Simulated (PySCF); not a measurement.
## SrSn⁻: frontier orbitals

r²SCAN0 at R = 3.364 Å; basis Sr def2-SVPD with ECP28, Sn def2-SVPD with ECP28; scalar-relativistic core potentials; PySCF 2.14. State: ⁴Σ⁻ (quartet), unpaired electrons σ ↑, π ↑↑. Only the outer orbitals are listed, counted within each symmetry, core potentials removing the inner ones.

| spin | orbital | occ. | ε (eV) | on Sr (%) | main shells (%) |
| --- | --- | --- | --- | --- | --- |
| α | 3π | 1 | -21.64 | 100 | 100 Sr p |
| α | 3π | 1 | -21.64 | 100 | 100 Sr p |
| α | 5σ | 1 | -21.57 | 99 | 99 Sr p |
| α | 6σ | 1 | -8.18 | 2 | 98 Sn s |
| α | 7σ | 1 | -1.60 | 35 | 64 Sn p, 31 Sr s |
| α | 4π | 1 | -0.96 | 13 | 87 Sn p |
| α | 4π | 1 | -0.96 | 13 | 87 Sn p |
| α | 8σ | 1 | -0.04 | 79 | 47 Sr s, 28 Sr p, 14 Sn p |
| α | 5π | 0 | 2.07 | 97 | 78 Sr p, 19 Sr d |
| α | 5π | 0 | 2.07 | 97 | 78 Sr p, 19 Sr d |
| α | 9σ | 0 | 2.32 | 107 | 68 Sr p, 33 Sr d |
| β | 3π | 1 | -21.59 | 100 | 100 Sr p |
| β | 3π | 1 | -21.59 | 100 | 100 Sr p |
| β | 5σ | 1 | -21.44 | 100 | 100 Sr p |
| β | 6σ | 1 | -5.80 | 4 | 96 Sn s |
| β | 7σ | 1 | -0.44 | 93 | 90 Sr s, 8 Sn p |
| β | 4π | 0 | 2.00 | 76 | 72 Sr p, 25 Sn p |
| β | 4π | 0 | 2.00 | 76 | 72 Sr p, 25 Sn p |
| β | 8σ | 0 | 2.07 | 50 | 44 Sr p, 42 Sn p, 8 Sn s |

Q: Which are the highest filled and the lowest empty level, where do they sit, and how wide is the gap?

A: Highest filled α 8σ at -0.04 eV (in %: 47 Sr s, 28 Sr p, 14 Sn p); lowest empty β 4π at 2.00 eV (in %: 72 Sr p, 25 Sn p); the gap at r²SCAN0 is 2.04 eV. An empty level above zero is unbound, and its energy depends on the basis.

The bond order (Mayer) is 1.00. The ⟨S²⟩ is 3.775. The charge on Sr (Mulliken, basis-dependent) is -0.39. The charge on Sr (Löwdin, basis-dependent) is -0.55 and the dipole moment (positive dipole points towards Sn; it is taken about the centre of mass and depends on that origin) is 2.74 D.

Shares are Mulliken populations and can fall outside 0 to 100 %.

Spin–orbit coupling is left out. The state was picked by a PBE0 search and need not be the measured ground state.
